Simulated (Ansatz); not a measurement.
Saddle point of GeH$_{4}$S$_{2}$, closed shell (GeH₄S₂ ([SH][GeH2][SH]) → GeH₂S ([S][GeH2]) + H₂S (still joined by a long Ge–S bond); bonds formed: S2–H4; bonds broken: S3–H4; bonds weakened to dative contacts: Ge1–S2), PBE0-D4/def2-TZVP structure:

Ge1  (-0.893, 0.112, 0.303)
S2  (1.555, -0.204, 0.341)
S3  (-0.716, 1.273, -1.442)
H4  (1.063, 0.688, -0.720)
H5  (-1.090, 0.735, 1.699)
H6  (-1.409, -1.342, 0.303)
H7  (1.489, -1.262, -0.485)
(Å)

Energies are electronic, without zero-point energy. Barriers and step energies count from the start structure reached by relaxing down the imaginary mode; all methods use the PBE0-D4 structures, on which another method's saddle can fall below an end. Computed with Ansatz 0.2.0 (basis: def2-TZVPP, with def2-QZVPP for the basis limit); correlated methods freeze the cores. Filled d shells of the heavier atoms are correlated. The def2 sets are not built for correlating such inner shells, so the correlated values are less sure here. B3LYP uses VWN-RPA correlation. Extrapolation: Hartree–Fock as exp(−7.88 √X), correlation as X^−2.97.

| method | barrier (eV) | step energy (eV) |
| --- | --- | --- |
| SPW92 | 1.279 | 1.304 |
| PBE-D4 | 1.384 | 1.257 |
| BLYP-D4 | 1.456 | 1.194 |
| r2SCAN-D4 | 1.527 | 1.337 |
| B97M-V | 1.604 | 1.325 |
| PBE0-D4 | 1.563 | 1.378 |
| B3LYP-D4 | 1.602 | 1.304 |
| r2SCAN0-D4 | ? | 1.415 |
| BHLYP-D4 | ? | 1.429 |
| CAM-B3LYP-D4 | 1.724 | 1.402 |
| wB97X-V | 1.765 | 1.457 |
| wB97M-V | 1.695 | 1.396 |
| B2PLYP | 1.652 | 1.348 |
| PBE-QIDH | 1.679 | 1.454 |
| RPA on PBE | 1.702 | 1.380 |
| HF | ? | 1.511 |
| MP2 | 1.657 | 1.421 |
| CCSD | 1.823 | 1.462 |
| CCSD(T) | 1.718 | 1.418 |

Q: Fill in the withheld barriers. (To be estimated.)

A: Computed: HF 2.135; BHLYP-D4 1.804; r2SCAN0-D4 1.642 eV. Each is the energy of the saddle less that of the start structure, by the same method.

For comparison, the barrier by CCSD(T) at an estimated basis limit (MP2 extrapolated from triple and quadruple zeta, plus CCSD(T) − MP2 in triple zeta) is 1.655 eV.

T1 diagnostic: at most 0.015.

Labels in which every atom is bracketed show which atoms are joined, not bond orders.

For scale, one of the runs: CCSD(T)/def2-TZVPP, 188 basis functions, launched by `ansatz run in.yaml --threads 4 --pin off --events-out ev --progress --plain --max-ram 9574MiB`. The run took 42 s on 4 CPU threads of an Arm Neoverse V1 (shared host), with 1.8 GiB of host memory at its peak.
